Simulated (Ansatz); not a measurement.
CH10BNSi2 (`CBN([SiH3])[SiH3]`), relaxed with RKS PBE0-D4/def2-TZVP in Ansatz 0.2.0 from a PBE-D4/def2-SVP geometry. The force threshold is 0.005 eV/Å; the program also tests the step.

Total charge 0; spin multiplicity 1.

Start:

```xyz
15

C    -1.772    1.395   -0.393
B    -0.443    0.987    0.343
N     0.340   -0.189    0.121
Si    1.780   -0.315    1.176
Si    0.031   -1.495   -1.050
H    -2.129    0.712   -1.187
H    -2.581    1.503    0.363
H    -1.657    2.412   -0.828
H    -0.015    1.745    1.213
H     2.733    0.818    0.923
H     2.466   -1.615    0.844
H     1.386   -0.328    2.625
H    -1.154   -1.163   -1.906
H    -0.226   -2.786   -0.322
H     1.242   -1.680   -1.923
```

```tsv
step	energy (eV)	largest force (eV/Å)	largest move (Å)
1	-19114.5756	0.452	0.000
2	-19114.6356	0.272	0.033
3	-19114.6451	0.049	0.017
4	-19114.6452	0.023	0.004
5	-19114.6452	0.005	0.002
6	-19114.6452	0.006	0.003
7	-19114.6452	0.012	0.011
8	-19114.6452	0.010	0.009
9	-19114.6452	0.004	0.007
```

End:

```xyz
15

C    -1.760    1.381   -0.383
B    -0.440    0.976    0.349
N     0.337   -0.191    0.123
Si    1.751   -0.320    1.154
Si    0.042   -1.468   -1.033
H    -2.125    0.687   -1.141
H    -2.552    1.527    0.361
H    -1.627    2.363   -0.851
H    -0.019    1.724    1.203
H     2.697    0.794    0.901
H     2.420   -1.609    0.828
H     1.364   -0.325    2.586
H    -1.128   -1.151   -1.883
H    -0.202   -2.749   -0.320
H     1.241   -1.638   -1.894
```

Run time 31 s (2 threads of an AMD EPYC 7R13 on a shared host and a share of an NVIDIA H100 80 GB); peak host memory 0.85 GiB.
